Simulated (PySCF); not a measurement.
Species: C2H14OSi4.
Cartesian coordinates in Å at the GFN2-xTB level; atoms count from 1:
```
atom  x, y, z in Å
C1    -2.116   -1.945    0.110
C2    -1.904   -0.481   -0.238
O3    -0.546   -0.176   -0.185
Si4    0.175    1.281   -0.373
Si5   -0.756    2.855    1.059
Si6    2.342    0.524   -0.115
Si7    2.693   -1.768   -0.106
H8    -1.576   -2.573   -0.594
H9    -3.174   -2.190    0.068
H10   -1.741   -2.146    1.110
H11   -2.452    0.163    0.464
H12   -2.283   -0.271   -1.247
H13   -0.122    1.738   -1.756
H14   -1.834    3.674    0.485
H15   -1.358    2.248    2.256
H16    0.259    3.795    1.542
H17    2.884    1.116    1.125
H18    3.178    1.172   -1.144
H19    1.537   -2.506   -0.621
H20    3.835   -2.196   -0.925
H21    2.949   -2.298    1.239
```

The calculation used PBE0/pcSseg-1 in PySCF (dipole) on a GFN2-xTB geometry, gas phase.

Take the most abundant isotopes and a rigid rotor. The values belong to one conformer with, in the numbering `[CH3:1][CH2:2][O:3][Si@@H:4]([SiH3:5])[SiH2:6][SiH3:7]`, C1–C2–O3–Si4 -175°, C2–O3–Si4–Si5 53°, O3–Si4–Si6–Si7 10°.

Problem. Give the principal moments of inertia and the rotational constants in MHz.

Solution. Ia = 423.76, Ib = 672.34, Ic = 1015.71 u·Å²; 505379 MHz·u·Å²/I gives A = 1193, B = 751.7, C = 497.6 MHz.

Problem. What kind of rotor is it?

Solution. An asymmetric top. Ray's parameter κ = (2B − A − C)/(A − C) = -0.269; −1 is the prolate and +1 the oblate limit.

Problem. Is it planar, by Δ = Ic − Ia − Ib?

Solution. Not planar: Δ = Ic − Ia − Ib = -80.39 u·Å². For a rigid frame Δ = −2 Σ m c², so Σ m c² = 40.20 u·Å² lies off the ab plane: 17.60 from hydrogen and 22.59 from heavier atoms. The atom farthest from that plane is 2.06 Å away.

Problem. Give the other two planar moments, Paa and Pbb, and the rms extents of the mass along the axes.

Solution. Paa = Σ m a² = (Ib + Ic − Ia)/2 = 632.15 and Pbb = Σ m b² = (Ia + Ic − Ib)/2 = 383.56 u·Å². With the mass M = 166.01 u, the rms extents √(P/M) along a, b and c are 1.95, 1.52, 0.49 Å.

Problem. Which lines would a microwave search look for?

Solution. The dipole components are |μa| = 0.77 D, |μb| = 0.89 D, |μc| = 0.28 D. The squared components, which scale the intensities, stand as 0.76 : 1.00 : 0.10 (a : b : c). Some lines, for components of 0.1 D or more:

| type | branch | J(Ka,Kc) | MHz | lower level (cm⁻¹) |
| --- | --- | --- | --- | --- |
| c | Q | 4(2,3) ← 4(1,3) | 654 | 0.468 |
| c | Q | 3(2,2) ← 3(1,2) | 1005 | 0.292 |
| b | Q | 2(2,0) ← 2(1,1) | 1405 | 0.157 |
| b | Q | 3(1,2) ← 3(0,3) | 1634 | 0.238 |
| b | Q | 2(2,1) ← 2(1,2) | 2085 | 0.131 |
| a | R | 2(1,2) ← 1(1,1) | 2244 | 0.056 |
| b | Q | 4(3,2) ← 4(2,3) | 3076 | 0.490 |
| b | R | 3(0,3) ← 2(1,2) | 3194 | 0.131 |
| a | R | 3(2,2) ← 2(2,1) | 3748 | 0.201 |
| b | R | 4(0,4) ← 3(1,3) | 4314 | 0.242 |
| c | R | 2(2,1) ← 1(1,1) | 4330 | 0.056 |
| c | R | 3(1,2) ← 2(0,2) | 5097 | 0.122 |
| a | R | 4(3,2) ← 3(3,1) | 5122 | 0.422 |
| a | R | 4(1,3) ← 3(1,2) | 5282 | 0.292 |
| a | R | 4(2,2) ← 3(2,1) | 5484 | 0.338 |
| c | R | 3(3,0) ← 2(2,0) | 6568 | 0.204 |
| c | R | 3(3,1) ← 2(2,1) | 6633 | 0.201 |
| c | R | 4(2,2) ← 3(1,2) | 6855 | 0.292 |
| c | R | 4(2,3) ← 3(1,3) | 7443 | 0.242 |

Not checked by GFN2-xTB frequencies. Zero-point vibration and centrifugal distortion are left out. A rigid rotor knows nothing of internal rotation, which can split or shift real lines.
